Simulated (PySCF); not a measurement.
H₄MoN₂OS, SMILES [NH]=[Mo]([NH2])(=[O])[SH], multiplicity 1.

Geometry optimised at B3LYP-D3(BJ)/def2-SVP. The multiplicity is an assumed one; no other spin state was optimised. The structure was generated by enumeration; whether it is a known compound was not checked. The def2 effective core potentials stand for the cores of Mo; spin–orbit coupling is left out. Other conformers were not sampled.

Method: PySCF 2.14.0 with TDDFT-PBE/def2-SVPD.

Vertical excitations. Isolated molecule, no solvent.

Computed UV-visible absorptions:
```tsv
state	energy (eV)	λ (nm)	f	main pairs
S1	3.54	350	0.001	HOMO→LUMO+1 97 %
S2	3.84	323	0.061	HOMO→LUMO 90 %
S3	4.20	295	0.000	HOMO−1→LUMO+1 95 %
S4	4.32	287	0.009	HOMO−1→LUMO 54 %, HOMO→LUMO+2 36 %
S5	4.50	275	0.009	HOMO→LUMO+2 57 %, HOMO−1→LUMO 22 %, HOMO−3→LUMO 9 %
S6	4.60	270	0.004	HOMO−2→LUMO 91 %
S7	4.86	255	0.001	HOMO−3→LUMO+1 89 %
S8	4.92	252	0.007	HOMO−3→LUMO 31 %, HOMO−1→LUMO+2 26 %, HOMO−2→LUMO+1 22 %, HOMO−2→LUMO+2 5 %
S9	4.99	248	0.003	HOMO→LUMO+3 89 %
S10	5.02	247	0.011	HOMO−2→LUMO+1 40 %, HOMO−1→LUMO+2 35 %, HOMO−4→LUMO+1 7 %
T1	3.15	394	0	HOMO→LUMO 99 %
T2	3.38	367	0	HOMO→LUMO+1 97 %
T3	3.72	334	0	HOMO−1→LUMO 93 %
T4	3.90	318	0	HOMO−1→LUMO+1 90 %
```
Triplets are in the Tamm–Dancoff approximation, which puts them higher than full response would, so one can lie above its singlet here.
